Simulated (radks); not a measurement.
Results of a calculation; reference values are marked as such.
Orbital eigenvalues (eV) of neutral neodymium, [Xe] 4f4 6s2, of relativity; Dirac values are averaged over j with weights 2j + 1. Spin-unpolarised spherical Kohn-Sham, BLYP, point nucleus unless stated (finite: rms radius 4.9123 fm), a radial shooting solver on a logarithmic mesh with Libxc functionals. A level marked "c x" has the speed of light scaled by that factor and shares open shells by 2j + 1; other Dirac levels either fill j = l - 1/2 first or share by 2j + 1.

| shell | non-rel. |
|---|---|
| 2s | -6443.9 |
| 2p | -6107.9 |
| 3s | -1393.2 |
| 3p | -1246.4 |
| 3d | -972.77 |
| 4s | -272.53 |
| 4p | -216.91 |
| 4d | -118.87 |
| 5s | -35.969 |
| 5p | -21.371 |
| 4f | -4.4160 |
| 6s | -3.1545 |

Give the values at the level "Dirac, c x 10".

Answer. 
shell  Dirac, c x 10  change of magnitude (%)
2s           -6449.0                    +0.08
2p           -6109.5                    +0.03
3s           -1394.4                    +0.08
3p           -1246.8                    +0.03
3d           -972.66                    -0.01
4s           -272.79                    +0.10
4p           -216.99                    +0.04
4d           -118.84                    -0.02
5s           -36.004                    +0.10
5p           -21.375                    +0.02
4f           -4.3849                    -0.70
6s           -3.1561                    +0.05
